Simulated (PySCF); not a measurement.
Compound: [AlBr3(PMe3)], C3H9AlBr3P.
Numbering: `[CH3:1][P+:2]([CH3:3])([CH3:4])[Al-:5]([Br:6])([Br:7])[Br:8]` (hydrogens: H9, H10, H11 on C1; H12, H13, H14 on C3; H15, H16, H17 on C4)

A GFN2-xTB structure was refined with PBE0-D3(BJ)/def2-SVP geometry optimisation, gas phase in PySCF 2.14.0. Its GFN2-xTB values:

| coordinate | GFN2-xTB |
| --- | --- |
| C1–P2 | 1.821 Å |
| C1–H9 | 1.069 Å |
| P2–Al5 | 2.496 Å |
| Al5–Br6 | 2.259 Å |
| C1–P2–C3 | 102.8° |
| C1–P2–Al5 | 114.8° |
| P2–Al5–Br6 | 99.0° |
| P2–Al5–Br7 | 98.9° |
| Br6–Al5–Br7 | 118.1° |
| Br7–Al5–Br8 | 117.3° |
| C1–P2–Al5–Br6 | 179° |

Q: How do these coordinates change at the PBE0-D3(BJ)/def2-SVP level?

A: 
```json
{"coordinate": "P2–Al5", "PBE0-D3(BJ)/def2-SVP (Å or °)": "2.395", "change": "-0.101"}
{"coordinate": "C1–H9", "PBE0-D3(BJ)/def2-SVP (Å or °)": "1.100", "change": "+0.031"}
{"coordinate": "Al5–Br6", "PBE0-D3(BJ)/def2-SVP (Å or °)": "2.288", "change": "+0.029"}
{"coordinate": "C1–P2", "PBE0-D3(BJ)/def2-SVP (Å or °)": "1.818", "change": "-0.003"}
{"coordinate": "C1–P2–C3", "PBE0-D3(BJ)/def2-SVP (Å or °)": "106.6", "change": "+3.8"}
{"coordinate": "C1–P2–Al5", "PBE0-D3(BJ)/def2-SVP (Å or °)": "112.0", "change": "-2.8"}
{"coordinate": "P2–Al5–Br6", "PBE0-D3(BJ)/def2-SVP (Å or °)": "101.5", "change": "+2.5"}
{"coordinate": "Br7–Al5–Br8", "PBE0-D3(BJ)/def2-SVP (Å or °)": "115.6", "change": "-1.7"}
{"coordinate": "Br6–Al5–Br7", "PBE0-D3(BJ)/def2-SVP (Å or °)": "116.7", "change": "-1.4"}
{"coordinate": "P2–Al5–Br7", "PBE0-D3(BJ)/def2-SVP (Å or °)": "99.9", "change": "+1.0"}
{"coordinate": "C1–P2–Al5–Br6", "PBE0-D3(BJ)/def2-SVP (Å or °)": "176", "change": "-3"}
```

The energy falls by 13.2 kJ/mol over 6 energy and gradient evaluations, the largest force component goes from 0.0279 to 3.6e-04 Eh/bohr, and the atoms move by 0.104 Å rms after alignment. The bond that changes most is P2–Al5 (ends: phosphorus bonded to Al and 3 C; aluminium bonded to 3 Br and P), which shortens by 0.101 Å. Bonds longer at the end by more than 0.005 Å: 7 of 16; shorter: 5. Rotational constants go from 383.4, 382.3, 379.0 to 392.6, 389.9, 377.5 MHz.

The run used 219 basis functions and 36 SCF cycles in all. On one thread, Arm Neoverse V2 (aarch64), no GPU, shared host with 32 logical CPUs at a one-minute load of 9.4, this took 3.7 min and 1.5 GiB of memory at its peak.

PBE0-D3(BJ)/def2-SVP frequencies: not computed here.

Conformer computed: `[CH3:1][P+:2]([CH3:3])([CH3:4])[Al-:5]([Br:6])([Br:7])[Br:8]`: C1–P2–Al5–Br6 176°.
